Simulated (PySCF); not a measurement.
Work out the structure from these simulated measurements.

Formula: C4H12O3Si.

| Item | Value |
| --- | --- |
| Valence photoelectron | vertical ionisation energy: 9.69 eV [ΔSCF wB97X-D/def2-SVPD] |
| XPS | Si2p3/2 107.2, C1s 291.4, C1s 292.1 (×2), C1s 292.2, O1s 537.8 (×2), O1s 538.5, Si1s 1847.3 eV [ΔSCF SCAN, pcX-2 on the ionised atom, pcseg-1 elsewhere, spin-free X2C, 2p3/2 from a spin–orbit splitting computed afterwards within the 2p shell] |
| UV, strongest line | among the 10 lowest singlet transitions: S6 at 8.24 eV (150 nm, f = 0.035) [TDDFT wB97X-D/def2-SVPD] |
| Triplet | lowest triplet excitation (Tamm–Dancoff): 7.11 eV [TDA wB97X-D/def2-SVPD] |
| 13C NMR | chemical shifts (computed TMS as zero) by class: 66.9 (1 C), 63.9 (1 C), 52.0 (2 C) ppm [GIAO CAM-B3LYP/pcSseg-1] |
| Dipole | 0.74 D [wB97X-D/def2-SVPD] |
| Rotational structure | rotational constants A, B, C: 2.505, 0.999, 0.752 GHz [PBE0-D3(BJ)/def2-SVP] |

Electronic properties: PySCF, gas phase, density fitting. Levels stand in brackets. Geometry: PBE0-D3(BJ)/def2-SVP, one conformer, isolated molecule. Each NMR value is the plain mean over a class of atoms that symmetry, rotation or inversion makes alike.

Task: What is the compound? Reason from the data.

Result: Numbering: `[CH3:1][O:2][CH2:3][SiH:4]([O:5][CH3:6])[O:7][CH3:8]`. Its formula, C4H12O3Si, gives 0 degrees of unsaturation, so no ring and no π bond. 4 carbons fall into 3 classes; from least to most shielded: sp3 carbon bound to oxygen [C3] (66.9 ppm), methoxy carbon [C1] (63.9 ppm), methoxy carbon [C6/C8] (52.0 ppm, 2 C). The core levels belong to: Si2p3/2 107.2 eV, oxygen-bound silicon [Si4]; C1s 291.4 eV, sp3 carbon bound to oxygen [C3]; C1s 292.1 eV, methoxy carbon [C6/C8]; C1s 292.2 eV, methoxy carbon [C1]; O1s 537.8 eV, silyl ether oxygen [O5/O7]; O1s 538.5 eV, ether oxygen [O2]; Si1s 1847.3 eV, oxygen-bound silicon [Si4]. One atom of each topological class was ionised and stands for its class. The first electron is taken from the HOMO, whose largest Löwdin shares are 0.39 on the ether oxygen, 0.12 on a silyl ether oxygen, 0.11 on the sp3 carbon bound to oxygen and 0.07 on a methoxy carbon. The optimised geometry has point group C1 and is an asymmetric top. Structure: `COC[SiH](OC)OC`. Computed isomers that give other values at the same levels: `CO[Si](C)(OC)OC` (rotational constant A: 1.595 GHz; this holds for the one conformer computed). The assignments are read from this structure; whether some other isomer fits the data as well wasn't checked.

Conformer computed: `[CH3:1][O:2][CH2:3][SiH:4]([O:5][CH3:6])[O:7][CH3:8]`: C1–O2–C3–Si4 179°, O2–C3–Si4–O5 -63°, C3–Si4–O5–C6 71°, C3–Si4–O7–C8 173°.
